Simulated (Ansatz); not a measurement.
```yaml
crystal:
  periodic: [false, false, false]
  atoms:
    - {symbol: C, position_ang: [-1.195394, 0.840798, -0.209221]}
    - {symbol: Si, position_ang: [-0.100665, -0.427865, 0.625577]}
    - {symbol: B, position_ang: [1.665717, -0.708676, -0.306136]}
    - {symbol: Cl, position_ang: [2.063669, 0.184481, -1.750608]}
    - {symbol: H, position_ang: [-1.420800, 0.539422, -1.234609]}
    - {symbol: H, position_ang: [-2.138722, 0.961080, 0.327268]}
    - {symbol: H, position_ang: [-0.697675, 1.812284, -0.248508]}
    - {symbol: H, position_ang: [-0.787611, -1.752392, 0.695396]}
    - {symbol: H, position_ang: [0.192830, -0.025624, 2.033836]}
    - {symbol: H, position_ang: [2.501850, -1.474708, 0.070005]}
basis:
  gaussian: {orbitals: def2-TZVPP}
total_charge: 4
hamiltonian: {xc: {name: SVWN5}}
accuracy: high
scf: {lower_state_search: full}
output: {forces: true}
```

```sh
$ ansatz run in.yaml --threads 2 --pin off --events-out ev --progress --plain --max-ram 4352MiB
```

It prints (some lines left out):

```
Functional definition: SVWN5
3968 factors; integrals over basis functions are off by at most 4.1e-8 eV
mean field evaluation 1: about -21997.7720 eV, gradient 1.3e2 eV
mean field evaluation 2: about -21997.7621 eV, gradient 1.3e2 eV
mean field evaluation 4: about -22016.2329 eV, gradient 9.4e1 eV
mean field evaluation 8: about -22042.5289 eV, gradient 2.6e1 eV
mean field evaluation 16: about -22044.5644 eV, gradient 1.5e1 eV
mean field evaluation 32: about -22022.1896 eV, gradient 6.8e1 eV
mean field evaluation 64: about -22044.5982 eV, gradient 8.2e0 eV
mean field evaluation 96: about -22014.4426 eV, gradient 7.2e1 eV
mean field evaluation 128: about -22021.4361 eV, gradient 2.3e1 eV
mean field -22045.71095785 eV, -810.1649345813 hartree, gradient 2.2e-8 eV, S^2 0.000000; 8 other end points of the search recorded, 0 dependent functions left out
reference -22045.71096206 eV, -810.1649347361 hartree; 22, 22 occupied and 208, 208 virtual orbitals, 3968 factors
Total energy: -22045.71096206 eV, -810.1649347361 hartree
Atom 0 at    -1.195394     0.840798    -0.209221 Å, force     1.285854    -3.165265     3.147429 eV/Å
Atom 1 at    -0.100665    -0.427865     0.625577 Å, force    -2.716008     2.928580    -1.785808 eV/Å
Atom 2 at     1.665717    -0.708676    -0.306136 Å, force     1.487803     3.615300    -5.756066 eV/Å
Atom 3 at     2.063669     0.184481    -1.750608 Å, force     0.395570    -1.374121     1.483616 eV/Å
Atom 4 at    -1.420800     0.539422    -1.234609 Å, force    -0.371977     0.565510    -3.289712 eV/Å
Atom 5 at    -2.138722     0.961080     0.327268 Å, force    -1.613147    -0.250442     1.502387 eV/Å
Atom 6 at    -0.697675     1.812284    -0.248508 Å, force     0.927042     2.845083    -1.522433 eV/Å
Atom 7 at    -0.787611    -1.752392     0.695396 Å, force    -1.384574    -3.057937     1.019860 eV/Å
Atom 8 at     0.192830    -0.025624     2.033836 Å, force     0.418887     0.116897     3.481262 eV/Å
Atom 9 at     2.501850    -1.474708     0.070005 Å, force     1.570550    -2.223603     1.719465 eV/Å
Dipole moment:    -0.834091    -0.391193     1.115946 e Å
```

In this input the charge is far from anything that the molecule holds. The calculation finished and met its thresholds. The result belongs to that input, not to the molecule as meant.
